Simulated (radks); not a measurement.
Radial electron density D(r) = 4 pi r^2 rho(r) of an atom or ion with 54 electrons. Method: scalar-relativistic Kohn-Sham, PBE, spin-polarised, spherical densities, finite nucleus; Fermi nuclear charge, rms radius of each element as measured or else 0.836 A^(1/3) + 0.57 fm; computed with a radial shooting solver on a logarithmic mesh with Libxc functionals.

```
   r/bohr * D(r) (the largest magnitude, 93.4, reaches the edge; | marks zero)
  0.00185 |   *
 0.002137 |    *
 0.002467 |     *
 0.002827 |      *
 0.003265 |        *
  0.00377 |          *
  0.00432 |            *
 0.004989 |               *
 0.005761 |                  *
 0.006601 |                      *
 0.007623 |                         *
 0.008804 |                             *
  0.01009 |                                 *
  0.01165 |                                    *
  0.01345 |                                       *
  0.01541 |                                         *
   0.0178 |                                         *
  0.02056 |                                         *
  0.02355 |                                        *
   0.0272 |                                      *
  0.03141 |                                    *
  0.03599 |                                    *
  0.04156 |                                     *
    0.048 |                                        *
  0.05499 |                                             *
  0.06351 |                                                  *
  0.07335 |                                                     *
  0.08403 |                                                      *
  0.09705 |                                                   *
   0.1121 |                                              *
   0.1284 |                                         *
   0.1483 |                                       *
   0.1713 |                                        *
   0.1962 |                                           *
   0.2266 |                                              *
   0.2617 |                                            *
   0.2998 |                                     *
   0.3463 |                           *
   0.3999 |                  *
   0.4581 |               *
   0.5291 |                *
   0.6111 |                 *
   0.7001 |                 *
   0.8085 |              *
   0.9337 |          *
     1.07 |       *
    1.235 |    *
    1.427 |   *
    1.635 |   *
    1.888 |  *
     2.18 | *
    2.498 | *
    2.885 |*
    3.332 *
    3.817 *
    4.408 *
    5.091 *
    5.832 *
    6.736 *
```

What is the nuclear charge?

Answer. Z = 55. The innermost maximum, from 1s, lies near gamma/Z bohr with gamma = sqrt(1 - (Z/c)^2) = 0.916, here 0.0167 bohr (found: 0.0182), and its height grows with Z. The density is that of the caesium ion Cs+ in [Xe]; the configuration itself is not fixed sharply by these data, and Z only to a few units. D(r) has 4 maxima, at r = 0.0182, 0.0807, 0.230, 0.651 bohr, and minima at 0.0354, 0.152, 0.477 bohr, inside which lie 1.98, 11.20, 28.97 electrons.
